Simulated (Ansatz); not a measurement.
Consider the atomization: `C=[CH][Al]([Cl])[Cl]` → Al• + 2 C• + 2 Cl• + 3 H•.

Calculated with Ansatz (gas phase, PBE0-D4/def2-TZVP geometries, no zero-point term in ΔE). CBS: MP2 limit from def2 TZ/QZ plus the TZ coupled-cluster correction, frozen cores. This one scheme is used for every species, atoms too. Functionals use def2-TZVPP. No spin–orbit coupling; open shells (•) take unrestricted orbitals. Spin–orbit coupling would lower the free atoms: a little for Al, C, Cl. Each species was taken in one conformer, which may not be the lowest.

```tsv
level	ΔE (kcal/mol)	difference from CCSD(T)/CBS
BLYP-D4	724.4	-9.1
PBE0-D4	735.8	2.3
CAM-B3LYP-D4	729.8	-3.7
ωB97X-V	733.4	-0.1
ωB97M-V	735.9	2.4
PBE	740.6	7.1
BHLYP	705.0	-28.5
MP2/def2-SVP	710.5	-23.0
CCSD/def2-SVP	687.7	-45.8
HF/def2-TZVPP	558.8	-174.7
CCSD(T)/CBS	733.5	0
```

What do rigid-rotor, harmonic-oscillator terms from PBE0-D4/def2-TZVP frequencies (298.15 K, 1 bar) make of the CCSD(T)/CBS value? (Best estimate.)

The calculation gave: ΔZPE = -28.5 kcal/mol, ΔH = +711.9 kcal/mol, ΔS = 805 J/(mol·K), ΔG = +654.6 kcal/mol. Open shells count their whole term as degenerate.

Largest T1 diagnostic among the species: 0.018.

From r2SCAN to r2SCAN0 (25 % exact exchange), in def2-TZVPP and without D4, ΔE moves by −10.7 kcal/mol: exact exchange takes away binding that semilocal exchange gives to molecules. Leaving LDA and LC-ωPBE aside and taking each functional with its dispersion term where it has one, the values, not all of them listed here, spread over 33.7 kcal/mol, from BHLYP-D4 to PBE-D4. LDA lies +85.0 kcal/mol from PBE without D4, its usual overbinding.

For atomizations the MP2-based limit and the directly extrapolated one differ by several kJ/mol either way, and by 10 to 25 for some Ge, Se and Sn compounds, so smaller differences from it don't rank the levels.
